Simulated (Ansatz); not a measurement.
Coupled-cluster diagnostics for AsAsAsSb tetrahedron (SbAs3), Ansatz.

Geometry of the singlet (PBE0-D4/def2-SVP):

```xyz
4

As    0.637    1.369   -0.126
As    0.044   -0.648   -1.369
As   -1.457    0.209    0.357
Sb    0.777   -0.930    1.137
```

In the def2 sets Sb takes a core potential; there is no spin–orbit coupling. Correlated methods freeze 31 core orbitals; core or outer-core shells of As, Sb are correlated, in sets that lack core-valence functions.

Estimate the CCSD(T) correlation energy, the shares of MP2 and (T), T1 and the reference's ⟨S²⟩ for: charge 0, singlet, own geometry in def2-SVP; charge 1, doublet, vertical in def2-SVP; and the rough time on 4 threads of Intel Xeon on a shared host.


```json
{"state": "charge 0, singlet, own geometry", "basis": "def2-SVP", "correlation (eV)": "-22.550", "MP2 share (%)": "97.8", "(T) share (%)": "4.5", "T1": "0.011", "⟨S²⟩ (pure)": "0.00 (0.00)", "wall time": "26 s"}
{"state": "charge 1, doublet, vertical", "basis": "def2-SVP", "correlation (eV)": "-21.973", "MP2 share (%)": "96.8", "(T) share (%)": "4.5", "T1": "0.020", "⟨S²⟩ (pure)": "0.78 (0.75)", "wall time": "57 s"}
```
Customary marks for T1 are 0.02 (closed shells), 0.045 (open shells) and about 0.05 (3d metals). T1 exceeds 0.02 in 1 of 2 rows and 0.045 in 0; the higher it lies, the less the single-reference result can be trusted.
